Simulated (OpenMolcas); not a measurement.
**Ta IV: effect of the basis set**

```json
{"Program": "OpenMolcas 26.06", "Method": "CASSCF", "Active space": "2 electrons in 5 orbitals (5d)", "State averaging": "2S+1 = 3 even, 10 roots; 2S+1 = 1 even, 15 roots", "Spin-orbit coupling": "RASSI with atomic mean-field integrals over the reference wave functions, term energies averaged over their components"}
```

A. ANO-R1 [7s5p4d2f], X2C, finite nucleus; cost about 7 core-seconds
B. ANO-RCC-VDZP [7s6p4d2f1g], DKH2, point nucleus; cost roughly 7 core-seconds
C. ANO-R2 [8s6p5d3f1g], X2C, finite nucleus; cost about 9 core-seconds
D. ANO-RCC-VTZP [8s7p5d3f2g1h], DKH2, point nucleus; cost about 12 core-seconds
E. ANO-R3 [9s7p6d4f3g2h], X2C, finite nucleus; cost of the order of 24 core-seconds
F. ANO-RCC-VQZP [9s8p6d4f3g2h], DKH2, point nucleus; cost about 40 core-seconds

Energies in cm-1 above 5d2 3F2.

| Level | A | B | C | D | E | F |
| --- | --- | --- | --- | --- | --- | --- |
| 5d2 3F2 | 0.0 | 0.0 | 0.0 | 0.0 | 0.0 | 0.0 |
| 5d2 3F3 | 4777 | 5246 | 4706 | 4468 | 4524 | 4579 |
| 5d2 3F4 | 9246 | 9989 | 9120 | 8733 | 8824 | 8915 |
| 5d2 3P0 | 13020 | 12746 | 12975 | 13144 | 13131 | 13138 |
| 5d2 1D2 [55 %] | 13657 | 13707 | 13576 | 13590 | 13608 | 13647 |
| 5d2 3P1 | 15561 | 15639 | 15472 | 15471 | 15500 | 15543 |
| 5d2 3P2 [61 %] | 20852 | 21397 | 20687 | 20444 | 20533 | 20638 |
| 5d2 1G4 | 20969 | 21067 | 20842 | 20830 | 20863 | 20935 |
| 5d2 1S0 | 43194 | 42389 | 43017 | 43451 | 43404 | 43495 |

Among A to F the level of the table that moves most is 5d2 3F4, by 1300 cm-1 (lowest in D, highest in B).

Without dynamic correlation excited terms often stand tens of per cent too high (terms of higher spin than the ground term too low), and those without a measured partner can miss by more than the paired ones. The basis is small and was not contracted for so high a charge (holds for A; B). Only configurations of the active space appear.

A share in square brackets marks a mixed level and gives the weight of the term that names it, the lowest over the columns.
